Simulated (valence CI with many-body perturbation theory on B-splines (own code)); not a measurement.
# In⁴³⁺: what the settings do

Computed by valence CI with perturbative core correlation (CI+MBPT): four valence electrons over a frozen Dirac-Fock core [He], a basis of 6 s, 6 p, 5 d, 3 f, 1 g functions for each j, with the one-electron correlation potential Σ1, the two-electron term Σ2, the three-electron term Σ3, Breit, model QED; selected CI, second order for the rest (own B-spline code, finite nucleus).

No measured spectrum was set against this ion. As an estimate, large intervals hold to a few tenths of a per cent, small ones and those within an open d or f shell to about a per cent.

The reference run has the lowest level (2s^2 2p1/2^2) J=0 and an ionisation energy of 7208.49 eV. Its largest variational space holds 9999 state functions.

Levels are named by their leading jj configuration (3d3/2^4 stands for four electrons in 3d with j = 3/2), which in mixed levels can hold well under half, so a name can repeat and another be missing. Letters in brackets count levels of one name in rising energy.

Changed runs:
A. hole-hole ladder in Σ2 on → off
B. hole-hole ladder in Σ2 on → off; Breit term on → off; QED terms on → off
C. logarithmic knot step 0.27 → 0.4
D. size limit of the variational space 10000 → 100; second order for the rest on → off (bad on purpose)

Excitation energies of the reference run in cm⁻¹, and shifts in cm⁻¹:

```
                     Level  Reference        A       B         C       D
    (2s^2 2p1/2 2p3/2) J=1    1715750      -47  +30331      +2.5   +2016
    (2s^2 2p1/2 2p3/2) J=2    1832330      -47  +48598      +3.1   +3073
    (2s 2p1/2^2 2p3/2) J=2    3011690     -129  +43008       +16   +5462
    (2s 2p1/2^2 2p3/2) J=1    3457040     -125  +35660       +17   +8560
        (2s^2 2p3/2^2) J=2    3634690      -58  +69969      +5.6   +2328
        (2s^2 2p3/2^2) J=0    3921500      +49  +51361      +6.2   +1554
(2s 2p1/2 2p3/2^2) J=2 [a]    4637540     -178  +65543       +19   +3531
    (2s 2p1/2 2p3/2^2) J=3    4888880     -183  +92934       +20   +5593
    (2s 2p1/2 2p3/2^2) J=0    5148350      -68  +53317       +20   +3492
(2s 2p1/2 2p3/2^2) J=1 [a]    5249920     -157  +64269       +20   +8690
(2s 2p1/2 2p3/2^2) J=2 [b]    5331530     -178  +81996       +21  +10455
(2s 2p1/2 2p3/2^2) J=1 [b]    5365130      -94  +62488       +21  +11324
    Ionisation energy (eV)    7208.49  -0.0065   +9.37  +0.00032   -0.38
```
